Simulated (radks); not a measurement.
Values are calculated unless marked as measured or tabulated.
Species: Co9+. Configuration: [Ne] 3s1 3p6 3d(3/2: 1, 5/2: 0) (not the ground configuration).

Code: a radial shooting solver on a logarithmic mesh with Libxc functionals. Model: Dirac Kohn-Sham, BLYP, spin-unpolarised, spherical densities, finite nucleus; Fermi nuclear charge, rms radius 3.7875 fm.

Energy parts (hartree):
part                       energy
total                 -1361.79601
kinetic                1382.99455
electron-nucleus      -3116.27624
Hartree                 424.22408
exchange-correlation    -52.73839

Orbitals (lengths in bohr, moments of r in powers of bohr):
| orbital | occ. | eigenvalue (hartree) | <r^4> | <r^2> |
|---|---|---|---|---|
| 1s1/2 | 2 | -287.3247 | 0.00004640 | 0.004247 |
| 2s1/2 | 2 | -41.35828 | 0.01018 | 0.07656 |
| 2p1/2 | 2 | -36.99638 | 0.007454 | 0.06069 |
| 2p3/2 | 4 | -36.45002 | 0.007804 | 0.06225 |
| 3s1/2 | 1 | -10.98929 | 0.4941 | 0.5705 |
| 3p1/2 | 2 | -9.63561 | 0.5410 | 0.5842 |
| 3p3/2 | 4 | -9.54527 | 0.5588 | 0.5941 |
| 3d3/2 | 1 | -7.38435 | 0.5908 | 0.5722 |
| 3d5/2 | 0 | -7.37016 | 0.5956 | 0.5748 |

The highest occupied level is 3d3/2 at -200.94 eV. The electron density at the nucleus is 1.715e+04 e/bohr^3. The density falls to 0.001 e/bohr^3 at r = 1.89 bohr.
